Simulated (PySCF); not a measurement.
Computed IR spectrum (relative IR intensity) of a molecule CH₇FOSi₂. The structure is a stationary point at PBE-D3(BJ)/def2-SVP. Other conformers were not sampled. Computed with PBE-D3(BJ)/def2-SVP run with PySCF. Frequencies are harmonic and unscaled.

Lines under 2 % of the strongest are left out, and lines within 2 cm⁻¹ are merged.

```json
[
 {"ν (cm⁻¹)": "216", "relative intensity": "7.4"},
 {"ν (cm⁻¹)": "275", "relative intensity": "13"},
 {"ν (cm⁻¹)": "280", "relative intensity": "5.7"},
 {"ν (cm⁻¹)": "341", "relative intensity": "20"},
 {"ν (cm⁻¹)": "666", "relative intensity": "7.3"},
 {"ν (cm⁻¹)": "704", "relative intensity": "21"},
 {"ν (cm⁻¹)": "738", "relative intensity": "12"},
 {"ν (cm⁻¹)": "781", "relative intensity": "49"},
 {"ν (cm⁻¹)": "798", "relative intensity": "12"},
 {"ν (cm⁻¹)": "824", "relative intensity": "3.2"},
 {"ν (cm⁻¹)": "867", "relative intensity": "100"},
 {"ν (cm⁻¹)": "899", "relative intensity": "3.1"},
 {"ν (cm⁻¹)": "912", "relative intensity": "21"},
 {"ν (cm⁻¹)": "922", "relative intensity": "10"},
 {"ν (cm⁻¹)": "937", "relative intensity": "61"},
 {"ν (cm⁻¹)": "984", "relative intensity": "6.5"},
 {"ν (cm⁻¹)": "1042", "relative intensity": "47"},
 {"ν (cm⁻¹)": "1327", "relative intensity": "3.3"},
 {"ν (cm⁻¹)": "2157", "relative intensity": "36"},
 {"ν (cm⁻¹)": "2164", "relative intensity": "23"},
 {"ν (cm⁻¹)": "2182", "relative intensity": "47"},
 {"ν (cm⁻¹)": "2191", "relative intensity": "28"},
 {"ν (cm⁻¹)": "3775", "relative intensity": "28"}
]
```

**Question.** Identify the compound among the candidates.
A. OC[Si@H](F)[SiH3]
B. C[SiH2]O[SiH2]F
C. C[Si@@H](F)O[SiH3]
D. O[Si@@H](F)C[SiH3]

**Answer.** D, O[Si@@H](F)C[SiH3]
